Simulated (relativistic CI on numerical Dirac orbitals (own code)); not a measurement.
**Tc XXXIV: sensitivity of the levels to the model**

Base calculation: Dirac-Coulomb-Breit CI, KLI orbitals optimised for each configuration, a model potential for QED, unscaled Slater integrals.

CI space (outside the closed core 1s2): 2s2.2p6, 2s2.2p5.3s, 2s2.2p5.3p, 2s2.2p5.3d, 2s.2p6.3s, 2s.2p6.3p, 2s.2p6.3d, 2s2.2p5.4s, 2s2.2p5.4p, 2s2.2p5.4d, 2s2.2p5.4f, 2s.2p6.4s, 2s.2p6.4p, 2s.2p6.4d, 2s2.2p4.3s2, 2s.2p6.4f. Levels of other configurations are missing.

The lowest level and the first level of each name with at least 55 % of one term (blank where a level has no safe partner in the second run):

```tsv
Level	Base (eV)	Shift (eV)
2s2.2p6 1S_0	0.00	0.00
2s2.2p5.3s 3P°_2	2509.62	+3.27
2s2.2p5.3s 1P°_1	2513.77	+3.21
2s2.2p5.3p 3D_3	2607.72	+3.37
2s2.2p5.3p 1P_1	2607.89	+3.22
2s2.2p5.3p 3P_2	2613.85	+3.08
2s2.2p5.3s 3P°_0	2631.08	+5.09
2s2.2p5.3s 3P°_1	2633.01	+5.28
2s2.2p5.3p 3P_0	2637.74	+2.91
2s2.2p5.3d 3P°_0	2687.96	+2.86
2s2.2p5.3d 3P°_1	2691.53	+3.30
2s2.2p5.3d 3F°_3	2695.58	+3.74
2s2.2p5.3d 3D°_2	2697.75	+3.38
2s2.2p5.3p 3D_1	2698.84	+4.77
```

At this charge energies of transitions that change n are usually good to better than 1 %, and those within a shell (Δn = 0) to a few per cent.

Q: One thing was changed in a second run, which moved the levels as shown. Which?
A. configuration mixing switched off
B. Breit term removed
C. non-relativistic limit
D. QED terms removed
E. valence Slater integrals scaled by 0.9

A: B. Breit term removed. The Breit term mainly narrows fine-structure intervals, so removing it widens them.

LS names give the leading component of a level, which can be under half, so a name can repeat, a term be missing and a line seem to break the LS rules.
